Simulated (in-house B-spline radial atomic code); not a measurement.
**B3LYP (VWN-RPA) excitations of F VI (F5+)**

Method: B3LYP (VWN-RPA). Computed with an all-electron radial atomic-structure program (B-spline basis): linear response of the closed shell [He] 2s2 with the functional's adiabatic kernel; non-relativistic, point nucleus, no spin-orbit coupling, no double excitations, S, P, D and F terms only.

Command:
```bash
python run_td.py task.json out
```
Settings (radii: box in bohr, nucleus in fm):
```
Z                        9
electrons                4
configuration            [He] 2s2
hamiltonian              nr
method                   b3lyp
box_radius               16.35
intervals                48
```

Time taken, with all properties: 0.1 s on 1 thread of Intel(R) Xeon(R) 6975P-C (Granite Rapids), with other jobs on the host.

The lowest states, in the order of their Tamm-Dancoff energies; the method's threshold (minus the highest occupied level) is 146.39 eV. Labels give the largest channel, * marks a mixed state, and oscillator strengths are full-response dipole values. Semilocal kernels can invert the small singlet-triplet splittings of Rydberg terms. Energies in eV:

```json
{"state": "2s → 2p 3P", "full response": "8.334", "Tamm-Dancoff": "10.006", "oscillator strength": "-"}
{"state": "2s → 2p 1P", "full response": "21.023", "Tamm-Dancoff": "22.065", "oscillator strength": "0.418"}
{"state": "2s → 3s 3S", "full response": "89.22", "Tamm-Dancoff": "89.23", "oscillator strength": "-"}
{"state": "2s → 3s 1S", "full response": "92.02", "Tamm-Dancoff": "92.06", "oscillator strength": "-"}
{"state": "2s → 3p 3P", "full response": "93.68", "Tamm-Dancoff": "93.70", "oscillator strength": "-"}
{"state": "2s → 3p 1P", "full response": "94.87", "Tamm-Dancoff": "94.87", "oscillator strength": "0.45"}
{"state": "2s → 3d 3D", "full response": "?", "Tamm-Dancoff": "?", "oscillator strength": "-"}
{"state": "2s → 3d 1D", "full response": "98.54", "Tamm-Dancoff": "98.54", "oscillator strength": "-"}
{"state": "2s → 4s 3S", "full response": "117.51", "Tamm-Dancoff": "117.51", "oscillator strength": "-"}
{"state": "2s → 4s 1S", "full response": "118.31", "Tamm-Dancoff": "118.32", "oscillator strength": "-"}
{"state": "2s → 4p 3P", "full response": "119.24", "Tamm-Dancoff": "119.24", "oscillator strength": "-"}
{"state": "2s → 4p 1P", "full response": "?", "Tamm-Dancoff": "?", "oscillator strength": "?"}
{"state": "2s → 4d 3D", "full response": "120.38", "Tamm-Dancoff": "120.39", "oscillator strength": "-"}
{"state": "2s → 4d 1D", "full response": "121.00", "Tamm-Dancoff": "121.00", "oscillator strength": "-"}
{"state": "2s → 4f 3F", "full response": "121.32", "Tamm-Dancoff": "121.32", "oscillator strength": "-"}
{"state": "2s → 4f 1F", "full response": "121.53", "Tamm-Dancoff": "121.53", "oscillator strength": "-"}
```

(1) Where does 2s → 4p 1P lie?

(2) Where does 2s → 3d 3D lie?

(3) How large is the singlet-triplet splitting of 2s → 2p (P terms) in Tamm-Dancoff?

(4) What polarisabilities and dispersion coefficient does the method give?

## Answers

(1) At 119.57 eV in full response, 119.57 eV in Tamm-Dancoff, oscillator strength 0.123.

(2) At 96.28 eV in full response, 96.32 eV in Tamm-Dancoff.

(3) 12.1 eV, from the unrounded values.

(4) Dipole 0.7614 bohr³, quadrupole 0.2099 bohr⁵, C6 0.381 hartree·bohr⁶ for two such species.
